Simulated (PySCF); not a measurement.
Species: C4H7BFO2 (charge -1).
Z-matrix (Å and degrees, GFN2-xTB geometry), rows numbered from 1:
```
F 
C   1  1.3722
C   2  1.3145  1  123.86
B   3  1.6463  2  129.56  1    -0.16
O   4  1.5151  3  108.74  2  -122.09
C   5  1.3771  4  107.44  3   -87.87
C   6  1.5543  5  107.16  4   -17.50
O   7  1.3772  6  107.15  5     0.10
H   2  1.0921  1  108.02  3  -179.98
H   3  1.0869  2  113.86  1   179.93
H   4  1.1940  3  113.65  2     2.33
H   6  1.1109  5  111.65  4   102.93
H   6  1.1055  5  109.79  4  -138.43
H   7  1.1057  6  111.24  5  -119.89
H   7  1.1109  6  109.93  5   121.57
```

A PySCF run (density fitting, gas phase, GFN2-xTB geometry) gave HOMO -0.06 eV, LUMO 4.53 eV.

Question: Which of these levels was it?
A. PBE0/pcSseg-1
B. OLYP/IGLO-II
C. PBE0/IGLO-II

Answer: B. It is OLYP/IGLO-II. All candidates on this geometry:

```csv
level and settings,kind,basis functions,SCF cycles,E (Eh),HOMO (eV),LUMO (eV)
"OLYP/IGLO-II, grid level 4",GGA,218,17,-431.8055,-0.06,4.53
"PBE0/IGLO-II, start guess sap",global hybrid,218,18,-431.4829,-1.67,5.27
PBE0/pcSseg-1,global hybrid,171,14,-431.3219,-1.64,5.34
```

The nearest other candidate, by the summed differences of HOMO and LUMO, is PBE0/IGLO-II: its HOMO differs by -1.61 eV and its LUMO by +0.74 eV. Cycle counts include a coarse-grid stage where the run had one.
